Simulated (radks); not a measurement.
Results of a calculation; reference values are marked as such.
The tin anion Sn4-, [Xe], held by a Watson sphere: a shell of charge +4 at radius R that stands for the Madelung well of a crystal (potential energy -4/R inside, -4/r outside, in hartree with lengths in bohr). Level of theory: scalar-relativistic Kohn-Sham, r2SCAN, spin-polarised, spherical densities, finite nucleus; meta-GGA in the generalised Kohn-Sham scheme; Fermi nuclear charge, rms radius of each element as measured or else 0.836 A^(1/3) + 0.57 fm (a radial shooting solver on a logarithmic mesh with Libxc functionals).

| R (bohr) | e(4d) (eV) | e(5s) (eV) | e(5p) (eV) | <r> 5p (bohr) | sum of <r^2> (bohr^2) | X-ray form factor at sin(theta)/lambda = 0.1 1/angstrom |
|---|---|---|---|---|---|---|
| 2.45 | -27.899 | -14.984 | -7.364 | 2.819 | 90.86 | 48.557 |
| 3.06 | -25.578 | -12.815 | -6.350 | 3.133 | 105.5 | 48.004 |
| 3.45 | -24.849 | -11.716 | -5.719 | 3.343 | 115.9 | 47.671 |
| 4.12 | -24.207 | -10.294 | -4.773 | 3.710 | 135.4 | 47.167 |
| 4.94 | -23.875 | -9.189 | -3.880 | 4.171 | 162.4 | 46.690 |
| 4.95 | -23.873 | -9.179 | -3.871 | 4.177 | 162.7 | 46.685 |
| 5.23 | -23.814 | -8.927 | -3.629 | 4.338 | 172.8 | 46.560 |
| 5.26 | -23.809 | -8.903 | -3.605 | 4.355 | 173.9 | 46.548 |
